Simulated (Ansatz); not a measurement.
`C[Si](C)(Cl)Cl`. Total charge 0; spin multiplicity 1.

```xyz
11

C    -0.325   -0.953   -1.247
Si   -0.557    0.208    0.176
C     1.010    0.697    1.030
Cl   -1.489    1.910   -0.511
Cl   -1.806   -0.678    1.550
H     0.144   -1.880   -0.906
H    -1.286   -1.198   -1.701
H     0.312   -0.497   -2.008
H     1.514   -0.186    1.431
H     0.799    1.380    1.855
H     1.684    1.197    0.330
```

Task: Give the diagnostics of a CCSD(T)/def2-TZVPP run (frozen core, Ansatz). (Best estimate.)

Result: The calculation gave: T1 = 0.0087, largest single amplitude 0.015, largest double 0.015, (T) share of the correlation energy 4.0 %, 8 CCSD cycles. The RHF solution is stable towards an unrestricted one. T1 lies under the customary mark of 0.02 for closed shells.
